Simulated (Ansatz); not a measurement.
`OB1O[SiH2]1` + NH₃ → `NB1O[SiH2]1` + H₂O  (ligand exchange at a B–O bond)

Calculated with Ansatz (gas phase, PBE0-D4/def2-TZVP geometries, no zero-point term in ΔE). CCSD(T)/CBS is the MP2 limit (def2-TZVPP, def2-QZVPP) plus CCSD(T) − MP2 in def2-TZVPP, frozen cores. This one scheme is used for every species. DFT in def2-TZVPP. B3LYP here is the variant with VWN-RPA as its local correlation; programs differ in this. HSE06 is defined as in plane-wave codes. Each species was taken in one conformer, which may not be the lowest.

```tsv
level	ΔE (kJ/mol)	difference from CCSD(T)/CBS
LDA (SPW92)	10.7	-2.0
PBE-D4	13.4	0.7
revPBE-D4	12.8	0.1
BLYP-D4	15.3	2.6
r2SCAN-D4	16.3	3.6
B97M-V	20.4	7.7
PBE0-D4	12.2	-0.5
B3LYP-D4	14.3	1.6
r2SCANh-D4	15.5	2.8
r2SCAN0-D4	14.5	1.8
HSE06-D4	12.3	-0.4
BHLYP-D4	14.3	1.6
CAM-B3LYP-D4	14.5	1.8
ωB97X-V	15.1	2.4
ωB97M-V	15.0	2.3
PBE-QIDH	13.3	0.6
PBE	14.7	2.0
revPBE	16.1	3.4
BLYP	18.0	5.3
r2SCAN	16.7	4.0
r2SCAN0	15.0	2.3
HSE06	13.4	0.7
BHLYP	16.0	3.3
LC-ωPBE	12.4	-0.3
RPA@PBE/def2-TZVPP	17.6	4.9
HF/def2-SVP	21.5	8.8
MP2/def2-SVP	23.3	10.6
CCSD/def2-SVP	23.0	10.3
CCSD(T)/def2-SVP	23.9	11.2
HF/def2-TZVPP	19.1	6.4
MP2/def2-TZVPP	14.0	1.3
SCS-MP2/def2-TZVPP	15.8	3.1
CCSD/def2-TZVPP	15.6	2.9
CCSD(T)/def2-TZVPP	15.7	3.0
HF/def2-QZVPP	19.3	6.6
MP2/def2-QZVPP	12.4	-0.3
SCS-MP2/def2-QZVPP	14.3	1.6
HF/CBS(def2)	19.3	6.6
MP2/CBS(def2)	11.0	-1.7
CCSD/CBS(def2)	12.5	-0.2
CCSD(T)/CBS	12.7	0
```

Question: What do rigid-rotor, harmonic-oscillator terms from PBE0-D4/def2-TZVP frequencies (298.15 K, 1 bar) make of the CCSD(T)/CBS value? (An estimate is asked.)

Answer: Ansatz gave: ΔZPE = -2.3 kJ/mol, ΔH = +11.2 kJ/mol, ΔS = 1 J/(mol·K), ΔG = +10.9 kJ/mol.

Largest T1 diagnostic among the species: 0.015.

Leaving LDA and LC-ωPBE aside and taking each functional with its dispersion term where it has one, the values spread over 8.3 kJ/mol, from PBE0-D4 to B97M-V. LDA lies −3.9 kJ/mol from PBE without D4. In def2-TZVPP, CCSD(T) changes the Hartree–Fock value by −3.3 kJ/mol (the triples alone add +0.2 kJ/mol) and MP2 by −5.1 kJ/mol.
